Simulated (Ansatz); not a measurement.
Cost and result for the atomization energy of `[CH3][Ge]([OH])([OH])[F]` (10 atoms, 9 bonds).

```xyz
10

C     1.0820   -0.2943    1.0208
Ge   -0.3741    0.1087   -0.1582
O    -0.3004    1.7979   -0.6274
O    -0.4791   -0.8807   -1.6148
F    -1.8933   -0.1824    0.6430
H     1.0942    0.4258    1.8385
H     2.0212   -0.2317    0.4717
H     0.9630   -1.2998    1.4225
H    -0.8532    1.9963   -1.3876
H    -1.2604   -1.4398   -1.6084
```

Charge 0, multiplicity 1. Correlated methods include outer-core shells of Ge, which these sets cover unevenly. Scalar relativity is left out up to krypton. The geometry is a stationary point of PBE0-D4/def2-TZVP. It is one conformer, not always the lowest. Program: Ansatz. All runs use 4 threads of an Intel Xeon 6975P-C on a shared host. Times are those of one run each, without the atoms' runs, and a repeat can differ threefold. Electronic energies, without spin–orbit coupling; frozen cores. CCSD(T)/CBS adds CCSD(T) − MP2 in def2-TZVPP to the MP2 limit, and its time is that of the two runs behind it. T1 = 0.012. With those shells the extrapolation isn't a true limit. B3LYP takes the VWN-RPA correlation (the form of Gaussian; ORCA's B3LYP/G). HSE06 is the plane-wave form, built on full-range PBE exchange.

CCSD(T)/CBS is a level of theory with its own doubt, some kJ/mol a heavy atom from the limit and from the frozen cores, so smaller differences don't rank the functionals.

```csv
level,functions,wall time,atomization (kJ/mol),difference from CCSD(T)/CBS,per bond
BLYP-D4/def2-TZVPP,242,1 s,3740.8,-46.9,-5.2
revPBE-D4/def2-TZVPP,242,1.3 s,3705.0,-82.7,-9.2
HSE06-D4/def2-TZVPP,242,1.9 s,3726.7,-61.0,-6.8
CAM-B3LYP-D4/def2-TZVPP,242,2 s,3766.3,-21.4,-2.4
PBE0-D4/def2-TZVPP,242,2.3 s,3724.0,-63.7,-7.1
B3LYP-D4/def2-TZVPP (with forces),242,2.8 s,3728.6,-59.1,-6.6
B2PLYP/def2-TZVPP,242,3.1 s,3719.8,-67.9,-7.5
ωB97X-V/def2-TZVPP,242,3.8 s,3769.3,-18.4,-2.0
ωB97M-V/def2-TZVPP (with forces),242,5.5 s,3756.4,-31.3,-3.5
CCSD(T)/def2-SVP,113,5.5 s,3514.7,-273.0,-30.3
MP2/def2-QZVPP,467,13 s,3846.7,59.0,6.5
CCSD(T)/def2-TZVPP,242,63 s,3691.5,-96.2,-10.7
CCSD(T)/CBS(def2),–,76 s,3787.7,0.0,0.0
```

From r2SCAN to r2SCAN0 (25 % exact exchange), in def2-TZVPP and without D4, the atomization energy moves by −87.4 kJ/mol: exact exchange takes away binding that semilocal exchange gives to molecules. The D4 term adds +28.9 kJ/mol with B3LYP and +15.1 kJ/mol with PBE0; it sums over pairs of atoms, weighted by their polarisabilities, and B3LYP, whose exchange is more repulsive, gets the larger term. At CCSD(T), def2-SVP lies −273.0 kJ/mol from the extrapolated value and def2-TZVPP −96.2 kJ/mol: correlation converges slowly with the basis, and small sets miss more of it in the bonded molecule than in its fragments.
